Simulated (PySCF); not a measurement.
Species: C₂H₈OSiTe.
Bonds: C1–C2, C2–O3, O3–Si4, Si4–Te5. Hydrogens: H6, H7, H8 on C1; H9, H10 on C2; H11, H12 on Si4; H13 on Te5.

The calculation used PySCF 2.14.0, PBE0-D3(BJ)/def2-SVP geometry optimisation, gas phase, def2 core potentials past Kr.

Task: How far are the bound atoms from Te5?

Result: 2 atoms: H13 1.665 Å, Si4 2.510 Å. The nearest atom not counted as bound is H12, at 3.27 Å (others tie with it).

Task: What is the shape at Te5?

Result: Bent: angle 90.8°.

Task: What are the other bond lengths?

Result: C1–C2 1.510 Å; C2–O3 1.410 Å; O3–Si4 1.658 Å; C1–H6, C1–H7, C1–H8 1.100 Å; C2–H9, C2–H10 1.107 Å; Si4–H11 1.484 Å; Si4–H12 1.495 Å.

Task: Give some angles away from the centre.

Result: C1–C2–O3 109.4°, C2–O3–Si4 124.8°, O3–Si4–Te5 113.6°.

Task: What are the rotational constants (commonest isotopes, rigid rotor)?

Result: A = 4831, B = 769.2, C = 688.6 MHz: a near-prolate asymmetric top.

Point group: C1 (no symmetry element, even within 0.4 Å). Charge 0, singlet. No PBE0-D3(BJ)/def2-SVP frequencies stand behind this structure, so it isn't proved a minimum.

Conformer computed: `[CH3:1][CH2:2][O:3][SiH2:4][TeH:5]`: C1–C2–O3–Si4 179°, C2–O3–Si4–Te5 -58°.

One conformer stands for the species.
